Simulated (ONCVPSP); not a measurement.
## Cs: ONCV pseudisation with PBEsol, fully relativistic reference atom.

The input file (ONCVPSP 4.0.1):

```
# ATOM AND REFERENCE CONFIGURATION
# atsym  z   nc   nv     iexc    psfile
  Cs 55.00    9    3  -116133      upf
#
#   n    l    f
    1    0    2.00
    2    0    2.00
    2    1    6.00
    3    0    2.00
    3    1    6.00
    3    2   10.00
    4    0    2.00
    4    1    6.00
    4    2   10.00
    5    0    2.00
    5    1    6.00
    6    0    1.00
#
# PSEUDOPOTENTIAL AND OPTIMIZATION
# lmax
    2
#
#   l,   rc,      ep,       ncon, nbas, qcut
    0    3.40    0.00    3    6    3.50
    1    3.20    0.00    5    9    5.50
    2    3.15    0.10    4    9    3.60
#
# LOCAL POTENTIAL
# lloc, lpopt,  rc(5),   dvloc0
    4    5    3.10    2.00
#
# VANDERBILT-KLEINMAN-BYLANDER PROJECTORs
# l, nproj, debl
    0    2    2.60
    1    2    2.60
    2    2    2.20
#
# MODEL CORE CHARGE
# icmod, fcfact, rcfact
    0    0.00    0.00
#
# LOG DERIVATIVE ANALYSIS
# epsh1, epsh2, depsh
   -2.00    5.00    0.02
#
# OUTPUT GRID
# rlmax, drl
    6.00    0.01
#
# TEST CONFIGURATIONS
# ncnf
    4
# nvcnf
#   n    l    f
    3
    5    0    2.00
    5    1    6.00
    6    0    0.00
#
    3
    5    0    2.00
    5    1    6.00
    6    0    0.50
#
    4
    5    0    2.00
    5    1    6.00
    6    0    0.00
    6    1    1.00
#
    3
    5    0    2.00
    5    1    5.00
    6    0    1.00
#
```

Command:

```bash
oncvpspr.x < Cs.dat > Cs.out
```

Resulting log (shortened: citation, most of the input echo, consistency checks and plot data are left out):

```
ONCVPSP  (Optimized Norm-Conservinng Vanderbilt PSeudopotential)
relativistic version 4.0.1

#   n    l    f        energy (Ha)
    1    0    2.00    -1.3139626D+03
    2    0    2.00    -2.0604243D+02
    2    1    6.00    -1.8092142D+02    -1.9385781D+02
    3    0    2.00    -4.2827962D+01
    3    1    6.00    -3.5259297D+01    -3.7737951D+01
    3    2   10.00    -2.5783080D+01    -2.6309508D+01
    4    0    2.00    -8.0762880D+00
    4    1    6.00    -5.7428203D+00    -6.2499705D+00
    4    2   10.00    -2.6893468D+00    -2.7734380D+00
    5    0    2.00    -9.8317260D-01
    5    1    6.00    -4.7902543D-01    -5.3949276D-01
    6    0    1.00    -7.6577514D-02

Reference configufation results
  iterations    31
  all-electron total energy (Ha)   -7.78714746D+03

Begin loop to  construct optimized pseudo wave functions
and semi-local pseudopoentials for all angular momenta

Calculating optimized projector #   1

 for l=   0

    Fraction of norm inside rc  0.988218
    Optimizing pswf for qcut=   3.50 a_B^-1,  ecut=   6.14 Ha
    Residual kinetic energy error=  4.03D-07 Ha

    Energy error per electron        Cutoff
         Ha          eV             Ha
         0.01000     0.27211        1.58
         0.00100     0.02721        2.24
         0.00010     0.00272        2.79
         0.00001     0.00027        4.37

Calculating optimized projector #   2

 for l=   0

    Fraction of norm inside rc  0.105948
    Optimizing pswf for qcut=   3.50 a_B^-1,  ecut=   6.14 Ha
    Residual kinetic energy error=  8.06D-07 Ha

    Energy error per electron        Cutoff
         Ha          eV             Ha
         0.01000     0.27211        1.14
         0.00100     0.02721        1.78
         0.00010     0.00272        3.55
         0.00001     0.00027        5.02

   Wellstate for l =  1  n =  8 kap= -2
     eigenvalue =   2.1210
     asymptotic potential =   2.6210
     half-point radius =  5.3224

Calculating optimized projector #   1

 for l=   1

    Fraction of norm inside rc  0.910066
    Optimizing pswf for qcut=   5.50 a_B^-1,  ecut=  15.10 Ha
    Residual kinetic energy error=  1.53D-08 Ha

    Energy error per electron        Cutoff
         Ha          eV             Ha
         0.01000     0.27211        2.75
         0.00100     0.02721        7.19
         0.00010     0.00272        9.74
         0.00001     0.00027       11.48

Calculating optimized projector #   2

 for l=   1

    Fraction of norm inside rc  0.204515
    Optimizing pswf for qcut=   5.50 a_B^-1,  ecut=  15.10 Ha
    Residual kinetic energy error=  4.51D-07 Ha

    Energy error per electron        Cutoff
         Ha          eV             Ha
         0.01000     0.27211        4.54
         0.00100     0.02721        9.21
         0.00010     0.00272       11.28
         0.00001     0.00027       12.89

   Wellstate for l =  1  n =  8 kap=  1
     eigenvalue =   2.0605

Calculating optimized projector #   1

 for l=   1

    Fraction of norm inside rc  0.931453
    Optimizing pswf for qcut=   5.50 a_B^-1,  ecut=  15.10 Ha
    Residual kinetic energy error=  1.36D-08 Ha

    Energy error per electron        Cutoff
         Ha          eV             Ha
         0.01000     0.27211        2.95
         0.00100     0.02721        6.46
         0.00010     0.00272        9.44
         0.00001     0.00027       11.32

Calculating optimized projector #   2

 for l=   1

    Fraction of norm inside rc  0.206191
    Optimizing pswf for qcut=   5.50 a_B^-1,  ecut=  15.10 Ha
    Residual kinetic energy error=  4.01D-07 Ha

    Energy error per electron        Cutoff
         Ha          eV             Ha
         0.01000     0.27211        4.25
         0.00100     0.02721        8.85
         0.00010     0.00272       11.23
         0.00001     0.00027       12.89

WARNING wellstate: moderately localized bound state found for n= 5 l=  2
WARNING scattering state with energy  0.05000000
WARNING will be used for the first projector

   Wellstate for l =  2  n =  5 kap= -3
     eigenvalue =   0.0500
     asymptotic potential =   0.5500
     half-point radius =  5.6318

   Wellstate for l =  2  n =  8 kap= -3
     eigenvalue =   2.2500
     asymptotic potential =   2.7500
     half-point radius =  5.6977

Calculating optimized projector #   1

 for l=   2

    Fraction of norm inside rc  0.543788
    Optimizing pswf for qcut=   3.60 a_B^-1,  ecut=   6.49 Ha
    Residual kinetic energy error=  3.57D-06 Ha

    Energy error per electron        Cutoff
         Ha          eV             Ha
         0.01000     0.27211        2.87
         0.00100     0.02721        4.13
         0.00010     0.00272        5.12
         0.00001     0.00027        6.09

Calculating optimized projector #   2

 for l=   2

    Fraction of norm inside rc  0.214230
    Optimizing pswf for qcut=   3.60 a_B^-1,  ecut=   6.49 Ha
    Residual kinetic energy error=  4.22D-04 Ha

    Energy error per electron        Cutoff
         Ha          eV             Ha
         0.01000     0.27211        4.67
         0.00100     0.02721        5.84
         0.00010     0.00272       10.18
         0.00001     0.00027       24.37

   Wellstate for l =  2  n =  5 kap=  2
     eigenvalue =   0.1000

   Wellstate for l =  2  n =  8 kap=  2
     eigenvalue =   2.2455

Calculating optimized projector #   1

 for l=   2

    Fraction of norm inside rc  0.554478
    Optimizing pswf for qcut=   3.60 a_B^-1,  ecut=   6.49 Ha
    Residual kinetic energy error=  5.05D-06 Ha

    Energy error per electron        Cutoff
         Ha          eV             Ha
         0.01000     0.27211        2.97
         0.00100     0.02721        4.24
         0.00010     0.00272        5.22
         0.00001     0.00027        6.40

Calculating optimized projector #   2

 for l=   2

    Fraction of norm inside rc  0.215920
    Optimizing pswf for qcut=   3.60 a_B^-1,  ecut=   6.49 Ha
    Residual kinetic energy error=  5.34D-04 Ha

    Energy error per electron        Cutoff
         Ha          eV             Ha
         0.01000     0.27211        4.75
         0.00100     0.02721        5.97
         0.00010     0.00272       10.81
         0.00001     0.00027       30.93

Construct Vanderbilt / Kleinmman-Bylander projectors

B matrix Hermiticity error, ll=  0  kap= -1
   1   2    3.7857D-05

  Orthonormal projector coefficients -1.5747E+00 -2.7000E-01

B matrix Hermiticity error, ll=  1  kap= -2
   1   2    1.4413D-04

  Orthonormal projector coefficients -1.6623E+00 -5.9464E-01

B matrix Hermiticity error, ll=  1  kap=  1
   1   2    1.5724D-04

  Orthonormal projector coefficients -1.7947E+00 -6.2788E-01

B matrix Hermiticity error, ll=  2  kap= -3
   1   2    6.2875D-05

  Orthonormal projector coefficients -1.5022E+00 -5.0862E-01

B matrix Hermiticity error, ll=  2  kap=  2
   1   2    6.3507D-05

  Orthonormal projector coefficients -1.5438E+00 -5.2675E-01

 Orthonormal scalar projector coefficients, l =  1
 -1.7008E+00 -6.0206E-01 -9.2692E-03 -1.5276E-05

 Orthonormal spin-orbit projector coefficients, l =  1
  2.0865E-01 -1.0764E-01  1.1656E-02 -2.2155E-03

 Orthonormal scalar projector coefficients, l =  2
 -1.5188E+00 -5.1589E-01 -3.3360E-05 -9.6495E-07

 Orthonormal spin-orbit projector coefficients, l =  2
  1.9643E-02  5.4557E-03 -1.1190E-03 -9.3479E-05

Pseudoatom total energy  -20.500456

Diagnostic tests using Vanderbilt-Kleinman-Bylander pseudopotentials
  relativistic with J = L +/- 1/2 projectors

   l  kap   rcore       rmatch      e in        delta e    norm test   slope test

   0  -1   3.4188019   3.5226042  -0.9831726   0.0000003   1.0001231   1.0001154
   0  -1   3.4188019   3.5226042  -0.0765775   0.0000013   1.0000214   0.9999801

   1  -2   3.2010772   3.2982689  -0.4790254  -0.0000003   1.0000905   1.0000922
   1   1   3.2010772   3.2982689  -0.5394928  -0.0000001   1.0001038   1.0001024
   1  -2   3.2010772   3.2982689   2.1209746   0.0000005   1.0000436   1.0000436
   1   1   3.2010772   3.2982689   2.0948146   0.0000011   1.0000403   1.0000403

   2  -3   3.1630073   3.2590430   0.0500000   0.0000002   1.0000309   1.0000309
   2   2   3.1630073   3.2590430   0.0454889   0.0000004   1.0000318   1.0000318
   2  -3   3.1630073   3.2590430   2.2500000   0.0000146   1.0000646   1.0000646
   2   2   3.1630073   3.2590430   2.2442228   0.0000141   1.0000640   1.0000640

Diagnostic tests using Vanderbilt-Kleinman-Bylander pseudopotentials
  relativistic with scalar and spin-orbit non-local projectors

   l  kap   rcore       rmatch      e in        delta e    norm test   slope test

   0  -1   3.4188019   3.5226042  -0.9831726   0.0000003   1.0001231   1.0001154
   0  -1   3.4188019   3.5226042  -0.0765775   0.0000013   1.0000214   0.9999801

   1  -2   3.2010772   3.2982689  -0.4790254   0.0000003   1.0000910   1.0000936
   1   1   3.2010772   3.2982689  -0.5394928   0.0000005   1.0001044   1.0001038
   1  -2   3.2010772   3.2982689   2.1209746   0.0000026   1.0000438   1.0000438
   1   1   3.2010772   3.2982689   2.0948146   0.0000031   1.0000407   1.0000407

   2  -3   3.1630073   3.2590430   0.0500000   0.0000010   1.0000316   1.0000316
   2   2   3.1630073   3.2590430   0.0454889   0.0000012   1.0000325   1.0000325
   2  -3   3.1630073   3.2590430   2.2500000   0.0000156   1.0000647   1.0000647
   2   2   3.1630073   3.2590430   2.2442228   0.0000151   1.0000641   1.0000641

Ghost test for J = L + 1/2

 Testing for bound ghosts
   n   l    E NL Schr. Eq   E Basis Diag.   E Cutoff

   1   0       -0.983172       -0.983165     11.11
   2   0       -0.076576       -0.069025     11.11

   2   1       -0.479026       -0.479022     38.73

   3   2       -0.013292        0.000806     44.23

 Testing for highly-localized positive-energy ghosts
       l    <radius>/rc     E Basis Diag.   E Cutoff

Ghost test for J = L - 1/2

 Testing for bound ghosts
   n   l    E NL Schr. Eq   E Basis Diag.   E Cutoff

   1   0       -0.983172       -0.983165     11.11
   2   0       -0.076576       -0.069025     11.11

   2   1       -0.539493       -0.539490     38.73

   3   2       -0.014674       -0.001644     44.23

 Testing for highly-localized positive-energy ghosts
       l    <radius>/rc     E Basis Diag.   E Cutoff

Test configuration 0

   n   l kap    f        eae           eps        diff
   1   0  -1  2.0000-1313.96255085
   2   0  -1  2.0000 -206.04243253
   2   1  -2  4.0000 -180.92141581
   2   1   1  2.0000 -193.85781420
   3   0  -1  2.0000  -42.82796187
   3   1  -2  4.0000  -35.25929749
   3   1   1  2.0000  -37.73795055
   3   2  -3  6.0000  -25.78307997
   3   2   2  4.0000  -26.30950792
   4   0  -1  2.0000   -8.07628796
   4   1  -2  4.0000   -5.74282027
   4   1   1  2.0000   -6.24997051
   4   2  -3  6.0000   -2.68934682
   4   2   2  4.0000   -2.77343804
   5   0  -1  2.0000   -0.98317260   -0.98317227    3.30E-07
   5   1  -2  4.0000   -0.47902543   -0.47902572   -2.87E-07
   5   1   1  2.0000   -0.53949276   -0.53949283   -7.49E-08
   6   0  -1  1.0000   -0.07657751   -0.07657619    1.33E-06

    Total energies and differences
      AE_ref= -7.78714746E+03  AE_tst= -7.78714746E+03  dif=  0.00E+00
      PS_ref= -2.05004562E+01  PS_tst= -2.05004562E+01  dif=  3.83E-12
      PSP excitation error= -3.83E-12

Test configuration 1

   n   l kap    f        eae           eps        diff
   1   0  -1  2.0000-1314.15482485
   2   0  -1  2.0000 -206.23460509
   2   1  -2  4.0000 -181.11357170
   2   1   1  2.0000 -194.04996950
   3   0  -1  2.0000  -43.02011883
   3   1  -2  4.0000  -35.45144963
   3   1   1  2.0000  -37.93010761
   3   2  -3  6.0000  -25.97523999
   3   2   2  4.0000  -26.50166890
   4   0  -1  2.0000   -8.26822247
   4   1  -2  4.0000   -5.93469975
   4   1   1  2.0000   -6.44187538
   4   2  -3  6.0000   -2.88111921
   4   2   2  4.0000   -2.96522077
   5   0  -1  2.0000   -1.17395782   -1.17448312   -5.25E-04
   5   1  -2  4.0000   -0.66757016   -0.66761786   -4.77E-05
   5   1   1  2.0000   -0.72874815   -0.72885072   -1.03E-04
   6   0  -1  0.0000   -0.20292657   -0.20292657    0.00E+00

    Total energies and differences
      AE_ref= -7.78714746E+03  AE_tst= -7.78700812E+03  dif=  1.39E-01
      PS_ref= -2.05004562E+01  PS_tst= -2.03611117E+01  dif=  1.39E-01
      PSP excitation error= -8.59E-06

Test configuration 2

   n   l kap    f        eae           eps        diff
   1   0  -1  2.0000-1314.05218997
   2   0  -1  2.0000 -206.13202981
   2   1  -2  4.0000 -181.01100776
   2   1   1  2.0000 -193.94740624
   3   0  -1  2.0000  -42.91755030
   3   1  -2  4.0000  -35.34888421
   3   1   1  2.0000  -37.82753921
   3   2  -3  6.0000  -25.87266964
   3   2   2  4.0000  -26.39909799
   4   0  -1  2.0000   -8.16579056
   4   1  -2  4.0000   -5.83230214
   4   1   1  2.0000   -6.33946200
   4   2  -3  6.0000   -2.77878728
   4   2   2  4.0000   -2.86288252
   5   0  -1  2.0000   -1.07226186   -1.07245108   -1.89E-04
   5   1  -2  4.0000   -0.56737589   -0.56738572   -9.83E-06
   5   1   1  2.0000   -0.62808578   -0.62811516   -2.94E-05
   6   0  -1  0.5000   -0.13833808   -0.13834321   -5.13E-06

    Total energies and differences
      AE_ref= -7.78714746E+03  AE_tst= -7.78709390E+03  dif=  5.36E-02
      PS_ref= -2.05004562E+01  PS_tst= -2.04469020E+01  dif=  5.36E-02
      PSP excitation error= -4.60E-07

Test configuration 3

   n   l kap    f        eae           eps        diff
   1   0  -1  2.0000-1314.00997505
   2   0  -1  2.0000 -206.08987667
   2   1  -2  4.0000 -180.96883109
   2   1   1  2.0000 -193.90522256
   3   0  -1  2.0000  -42.87547249
   3   1  -2  4.0000  -35.30680344
   3   1   1  2.0000  -37.78545653
   3   2  -3  6.0000  -25.83058836
   3   2   2  4.0000  -26.35701579
   4   0  -1  2.0000   -8.12373759
   4   1  -2  4.0000   -5.79023986
   4   1   1  2.0000   -6.29740283
   4   2  -3  6.0000   -2.73671479
   4   2   2  4.0000   -2.82081046
   5   0  -1  2.0000   -1.03034696   -1.03097696   -6.30E-04
   5   1  -2  4.0000   -0.52479676   -0.52503707   -2.40E-04
   5   1   1  2.0000   -0.58572053   -0.58601473   -2.94E-04
   6   0  -1  0.0000   -0.09718955   -0.20292657   -1.06E-01
   6   1  -2  0.6667   -0.04617891   -0.04617770    1.21E-06
   6   1   1  0.3333   -0.04871139   -0.04864939    6.20E-05

    Total energies and differences
      AE_ref= -7.78714746E+03  AE_tst= -7.78709786E+03  dif=  4.96E-02
      PS_ref= -2.05004562E+01  PS_tst= -2.04507620E+01  dif=  4.97E-02
      PSP excitation error= -9.53E-05

Test configuration 4

   n   l kap    f        eae           eps        diff
   1   0  -1  2.0000-1314.35463181
   2   0  -1  2.0000 -206.43142601
   2   1  -2  4.0000 -181.31075286
   2   1   1  2.0000 -194.24731815
   3   0  -1  2.0000  -43.21499778
   3   1  -2  4.0000  -35.64633837
   3   1   1  2.0000  -38.12510344
   3   2  -3  6.0000  -26.17022278
   3   2   2  4.0000  -26.69668478
   4   0  -1  2.0000   -8.45953871
   4   1  -2  4.0000   -6.12550877
   4   1   1  2.0000   -6.63295065
   4   2  -3  6.0000   -3.07052840
   4   2   2  4.0000   -3.15478540
   5   0  -1  2.0000   -1.33116095   -1.33490028   -3.74E-03
   5   1  -2  3.3333   -0.80558585   -0.80573099   -1.45E-04
   5   1   1  1.6667   -0.87164527   -0.87178190   -1.37E-04
   6   0  -1  1.0000   -0.27033421   -0.27040967   -7.55E-05

    Total energies and differences
      AE_ref= -7.78714746E+03  AE_tst= -7.78648825E+03  dif=  6.59E-01
      PS_ref= -2.05004562E+01  PS_tst= -1.98411737E+01  dif=  6.59E-01
      PSP excitation error= -7.65E-05
```

The run took about 7.5 s on one core of a shared server CPU.
